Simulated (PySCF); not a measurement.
A species of formula C5H12FPSi has this rotational fingerprint, computed with PBE0/pcSseg-1 in PySCF (dipole) on a GFN2-xTB geometry, gas phase:

```
Rotational constants : A = 2335, B = 707.9, C = 669.4 MHz
Dipole components    : |μa| = 2.49 D, |μb| = 0.66 D, |μc| = 1.13 D
Inertial defect      : -175.32 u·Å²
κ                    : -0.95
```

Question: Which candidate fits, each taken in the one conformer that was computed?
A. `[F:1][CH:2]1[CH2:3][CH2:4][P:5]([SiH3:6])[CH2:7][CH2:8]1` with F1–C2–C3–C4 -174°, C2–C3–C4–P5 -58°, C3–C4–P5–Si6 -60°, C4–P5–C7–C8 -45°
B. `[CH3:1][CH:2]([CH3:3])/[C:4]([F:5])=[P:6]\[CH2:7][SiH3:8]` with C1–C2–C4–F5 64°, C4–P6–C7–Si8 -83°
C. `[CH3:1][Si:2]([CH3:3])([CH3:4])[CH2:5]/[P:6]=[CH:7]/[F:8]` with Si2–C5–P6–C7 91°
D. `[CH3:1][P:2]1[CH2:3][CH2:4][SiH:5]([F:6])[CH2:7][CH2:8]1` with C1–P2–C3–C4 -171°, P2–C3–C4–Si5 63°, C3–C4–Si5–F6 -164°, C4–Si5–C7–C8 45°

Answer: C. It is C[Si](C)(C)C/P=C/F, a near-prolate asymmetric top, point group C1. The candidates at the same level (rigid rotor, commonest isotopes):

```csv
SMILES,A (MHz),B (MHz),C (MHz),μa (D),μb (D),μc (D),Δ (u·Å²),point group,rotor
FC1CCP([SiH3])CC1,2190,906.7,902.1,0.13,0.14,0.66,-227.91,–,–
CC(C)/C(F)=P\C[SiH3],1874,879.7,734.4,0.46,2.24,1.40,-155.94,C1,asymmetric top
CP1CC[SiH](F)CC1,2925,883.5,748.1,1.95,0.01,1.59,-69.27,–,asymmetric top
C[Si](C)(C)C/P=C/F,2335,707.9,669.4,2.49,0.66,1.13,-175.32,C1,near-prolate asymmetric top
```

`CP1CC[SiH](F)CC1` has A 25 % too high; `FC1CCP([SiH3])CC1` has C 35 % too high; `CC(C)/C(F)=P\C[SiH3]` has B 24 % too high. No structure here is proved a minimum.
